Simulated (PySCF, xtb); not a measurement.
BF2H3O2Si, SMILES OB(O)[SiH](F)F.

GFN2-xTB (xtb 6.7.1) at its own geometry gives an orbital gap of 4.64 eV and a dipole moment of 3.19 D.

Geometry optimised at B3LYP-D3(BJ)/def2-SVP. This is a generated structure with no PubChem entry under its InChIKey; it may be hypothetical. One conformer was computed; it need not be the lowest.

Question: What does PySCF with PBE/def2-TZVP give? (The exact figures need the calculation; the answer reports its results.)

Answer: gap 5.40 eV (levels -7.21 and -1.81 eV), dipole 2.10 D.
